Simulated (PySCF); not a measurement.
## Dipole response of Ta(2+) (tantalum, charge +2)

[Xe] 4f14 5d3, high-spin 4F determinant. Computed with PySCF 2.14 in ANO-RCC-VTZP (8s7p5d3f2g1h, 104 functions), with scalar relativity by spin-free X2C-1e. Coupled (time-dependent) response in atomic units; α is the mean over directions. The basis has no added diffuse functions, which lowers α and C₆.

```json
{"method": "PBEsol", "mean α (bohr³)": "12.84", "C₆ (like pair)": "67.83", "S(−4)": "136.2"}
```

S(−4) is the Cauchy moment in α(ω) = α(0) + S(−4) ω² + …

Spin-orbit coupling is absent.

α(iu) at PBEsol:

| u (hartree) | α(iu) (bohr³) |
| --- | --- |
| 0 | 12.84 |
| 0.0500 | 12.51 |
| 0.100 | 11.67 |
| 0.200 | 9.594 |
| 0.300 | 7.953 |
| 0.500 | 6.076 |
| 0.750 | 4.841 |
| 1.00 | 4.017 |
| 1.50 | 2.884 |
| 2.00 | 2.152 |
| 3.00 | 1.329 |
| 5.00 | 0.6678 |

For an ion, C₆ is the dispersion term alone; charge-induced terms of lower order in 1/R come first.

Spin-orbit coupling, absent here, splits the open shell strongly.
